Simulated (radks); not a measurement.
Values are calculated unless marked as measured or tabulated.
Task: Species: Au2+. Configuration: [Xe] 4f14 5d9 (the NIST ground configuration). Level of theory: scalar-relativistic Kohn-Sham, exchange-only PBE, spin-unpolarised, spherical densities, finite nucleus; Fermi nuclear charge, rms radius 5.4371 fm (a radial shooting solver on a logarithmic mesh with Libxc functionals). Some entries of the table are withheld. Estimate them.

| orbital | occ. | eigenvalue (hartree) | r(max) (bohr) |
|---|---|---|---|
| 1s | 2 | -2968.012 | (1) |
| 2s | 2 | -524.3385 | (2) |
| 2p | 6 | -453.5544 | 0.04981 |
| 3s | 2 | -124.3287 | 0.1697 |
| 3p | 6 | -103.7869 | 0.1690 |
| 3d | 10 | -81.80232 | 0.1376 |
| 4s | 2 | -27.56602 | 0.3827 |
| 4p | 6 | -20.82760 | 0.4028 |
| 4d | 10 | -12.72631 | 0.4103 |
| 5s | 2 | -4.73142 | 0.8477 |
| 4f | 14 | -3.73247 | 0.3754 |
| 5p | 6 | -2.94303 | 0.9520 |
| 5d | 9 | -0.96252 | 1.201 |

Result: 
(1) 1s r(max) (bohr): 0.01042
(2) 2s r(max) (bohr): 0.06018
